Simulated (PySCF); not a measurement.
Structure elucidation problem

The spectra below were simulated for a compound C$_{4}$H$_{12}$N$_{2}$Si$_{3}$.

¹H NMR (400 MHz, computed): δ 5.36 (m, 1H), 4.71 (s, 6H), 2.65 (m, 1H), 2.05 (m, 2H), 1.95 (m, 2H).

¹³C{¹H} NMR (computed): δ 129.1 (C), 28.1 (CH2), 14.5 (CH).

PySCF 2.14 calculation with geometry from GFN2-xTB and shielding tensors at PBE0/pcSseg-1 (GIAO); one computed conformer, fast rotation and ring inversion assumed for equivalent nuclei, no relativistic terms, isolated molecule.

Shifts are taken against calculated references (same method and geometry level): ¹H (31.72 ppm) and ¹³C (186.93 ppm) against TMS.

Task: Propose a structure and justify it.

Result: 
Rings plus π bonds: 3 (1 ring in the answer). 3 carbon signals for 4 carbons: some carbons are equivalent by symmetry or fast rotation. Carbon types of the structure: 1 × C, 1 × CH, 2 × CH2, leaving 7 H on heteroatoms. δC 129.1: nitrile carbon; this is the usual window of a C≡N carbon, which has no attached hydrogen. δC 28.1: sp3 CH2 bonded to Si. δC 14.5: sp3 CH α to a nitrile; saturated and bonded to C and H only. δH 5.36: hydrogen on a silicon bonded to 2 C, N, in a 4-membered ring. δH 4.71: hydrogen on a silicon bonded to N. δH 2.65: hydrogen on an sp3 CH α to a nitrile. δH 2.05, 1.95: hydrogen on an sp3 CH2 bonded to Si.

The compound is `N#C[C@H]1C[Si@@H](N([SiH3])[SiH3])C1`.

The shifts were computed for this structure.

Shifts are as computed. Against solution values, carbons near 30 ppm lie about +3 ppm off and those near 130 ppm about +5 ppm. Of 1211 compounds with measured shifts, 218 miss one by over three times the rms of a fit or turn the order of signals round; such compounds aren't used in these exercises. No couplings were computed; multiplicities are counted from neighbouring protons, with m where these are inequivalent, close in shift, in a saturated or five-membered ring or joined by F or P, and br s for small geminal =CH2 splittings.
